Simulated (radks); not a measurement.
The numbers below are computed, except where a source is named.
The copper ion Cu14+, 15 electrons, occupied as [Ne] 3s2 3p3. Level of theory: non-relativistic Kohn-Sham, PBE, spin-polarised, spherical densities, point nucleus; open shells are filled with parallel spins first (a radial shooting solver on a logarithmic mesh with Libxc functionals).

Local quantities along the radius. ELF = 1/(1 + alpha^2) is the electron localisation function; alpha = (tau - tau_W)/tau_unif compares the Pauli kinetic energy density with that of the uniform gas (summed over spins); 4 pi r^2 rho is in e/bohr; s = |grad rho|/(2 (3 pi^2)^(1/3) rho^(4/3)) is the reduced gradient.

r (bohr),ELF,alpha,4 pi r^2 rho,s
0.003791,1.000,0.01742,2.427,0.3944
0.00424,1.000,0.01804,2.958,0.3978
0.004743,1.000,0.01876,3.595,0.4016
0.005305,1.000,0.01961,4.353,0.4059
0.005934,1.000,0.02060,5.251,0.4108
0.006637,1.000,0.02177,6.307,0.4163
0.007423,0.999,0.02317,7.538,0.4225
0.008303,0.999,0.02483,8.963,0.4295
0.009287,0.999,0.02684,10.59,0.4375
0.01039,0.999,0.02928,12.43,0.4465
0.01162,0.999,0.03228,14.49,0.4568
0.013,0.999,0.03601,16.74,0.4685
0.01454,0.998,0.04069,19.16,0.4818
0.01626,0.998,0.04666,21.71,0.4970
0.01819,0.997,0.05438,24.32,0.5143
0.02034,0.996,0.06453,26.89,0.5340
0.02275,0.994,0.07810,29.32,0.5564
0.02545,0.991,0.09659,31.48,0.5817
0.02846,0.985,0.1223,33.24,0.6102
0.03184,0.975,0.1586,34.47,0.6417
0.03561,0.957,0.2109,35.06,0.6755
0.03983,0.924,0.2872,34.96,0.7104
0.04455,0.863,0.3988,34.21,0.7431
0.04983,0.761,0.5601,32.91,0.7680
0.05574,0.620,0.7833,31.27,0.7761
0.06234,0.469,1.064,29.62,0.7558
0.06973,0.351,1.358,28.30,0.6966
0.07799,0.289,1.568,27.67,0.5987
0.08724,0.283,1.592,28.00,0.4813
0.09758,0.332,1.419,29.39,0.3766
0.1091,0.433,1.144,31.70,0.3111
0.1221,0.565,0.8767,34.52,0.2920
0.1365,0.689,0.6721,37.22,0.3119
0.1527,0.777,0.5359,39.04,0.3600
0.1708,0.828,0.4560,39.31,0.4292
0.1911,0.848,0.4227,37.60,0.5167
0.2137,0.839,0.4380,33.89,0.6226
0.239,0.783,0.5260,28.68,0.7464
0.2674,0.638,0.7537,22.84,0.8768
0.2991,0.394,1.241,17.44,0.9728
0.3345,0.202,1.988,13.36,0.9463
0.3741,0.147,2.411,11.06,0.7342
0.4185,0.211,1.934,10.39,0.4698
0.4681,0.428,1.156,10.68,0.3543
0.5236,0.701,0.6526,11.02,0.4031
0.5856,0.849,0.4214,10.68,0.5481
0.655,0.898,0.3370,9.369,0.7553
0.7326,0.903,0.3285,7.298,1.031
0.8195,0.877,0.3747,4.989,1.411
0.9166,0.809,0.4860,2.965,1.965
1.025,0.666,0.7084,1.517,2.819
1.147,0.426,1.161,0.6590,4.215
1.283,0.177,2.153,0.2392,6.637
1.435,0.046,4.577,0.07107,11.09
1.605,0.008,11.29,0.01693,19.83
1.795,0.001,32.83,0.003158,38.27
2.007,0.000,114.3,0.0004497,80.45

On this mesh the ELF has minima near r = 0.087, 0.37 bohr, which separate the shells, and maxima near 0.19 (0.85), 0.73 (0.90).
